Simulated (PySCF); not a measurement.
Computed shifts of a molecule C2H7Cl2NSi, B3LYP/pcSseg-1 (PySCF), GIAO, gas phase, atoms alike by connectivity averaged where their shifts nearly agree, in ppm (number of nuclei): ¹³C: 49.8 (1), 27.2 (1). ¹⁵N: 50.2 (1). ²⁹Si: 31.3 (1). ¹H: 6.01 (1), 2.81 (1), 1.63 (3), 1.21 (1), 1.09 (1). References: ¹³C against TMS (σ = 181.3 ppm); ¹⁵N against NH3 (σ = 265.5 ppm); ²⁹Si against TMS (σ = 338.7 ppm); ³⁵Cl against HCl (σ = 933.3 ppm); ¹H against TMS (σ = 31.68 ppm), references at their B3LYP-D3(BJ)/def2-TZVP geometries, non-relativistic (without spin–orbit terms, shifts of atoms bonded to Cl or Br come out too high). The structure is a stationary point at PBE-D3(BJ)/def2-SVP. Other conformers were not sampled.

### Question
Pick the molecule that these values belong to.
(A) C[Si](Cl)(Cl)CN
(B) CNC[SiH](Cl)Cl
(C) CN(C)[SiH](Cl)Cl
(D) C[C@H](N)[SiH](Cl)Cl

### Answer
D, C[C@H](N)[SiH](Cl)Cl
